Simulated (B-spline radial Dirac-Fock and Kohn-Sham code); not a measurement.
**X-ray form factors of cadmium in several charge states**

Method: Dirac-Fock orbitals of the configuration average with a finite nucleus. Computed with a radial atomic solver.

Configurations: Cd²²⁺ [Ar] 3d8; Cd²⁴⁺ [Ar] 3d6; Cd²⁵⁺ [Ar] 3d5; Cd²⁶⁺ [Ar] 3d4. The first column is f₀ of Cd²²⁺, the others are differences from it.

```
s (Å⁻¹)   Cd²²⁺  Δ Cd²⁴⁺  Δ Cd²⁵⁺  Δ Cd²⁶⁺
      0  26.000   -2.000   -3.000   -4.000
   0.05  25.960   -1.994   -2.992   -3.989
    0.1  25.842   -1.977   -2.966   -3.956
   0.15  25.645   -1.948   -2.925   -3.902
    0.2  25.374   -1.909   -2.867   -3.827
   0.25  25.032   -1.860   -2.795   -3.734
    0.3  24.622   -1.801   -2.709   -3.622
   0.35  24.151   -1.735   -2.612   -3.495
    0.4  23.622   -1.661   -2.503   -3.354
   0.45  23.044   -1.581   -2.386   -3.200
    0.5  22.422   -1.496   -2.261   -3.038
    0.6  21.073   -1.317   -1.997   -2.692
    0.7  19.632   -1.132   -1.725   -2.334
    0.8  18.152   -0.951   -1.456   -1.979
    0.9  16.680   -0.780   -1.201   -1.641
      1  15.256   -0.624   -0.967   -1.330
    1.1  13.914   -0.486   -0.759   -1.053
    1.2  12.674   -0.368   -0.580   -0.811
    1.4  10.552   -0.189   -0.306   -0.439
    1.6   8.916   -0.077   -0.131   -0.197
```
